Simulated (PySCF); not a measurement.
# InSi⁻ at UHF-MP2

Level: UHF-MP2. PySCF, scalar-relativistic core potentials, basis sets In def2-SVPD with ECP28, Si def2-SVPD.

```
state                          : ³Σ⁻ (triplet), unpaired electrons π ↑↑
bond length                    : 2.603 Å
harmonic wavenumber            : 300 cm⁻¹
force constant                 : 1.19 mdyn/Å
rotational constant Be         : 0.1106 cm⁻¹
anharmonicity ωexe             : 0.463 cm⁻¹
vibration–rotation constant αe : 0.000440 cm⁻¹
```

Correlated steps freeze 9 core orbitals. Spin–orbit coupling is left out, which matters for elements this heavy, above all for dissociation energies. The state is the lowest determinant that a PBE0 search found; another state may lie lower at other levels.
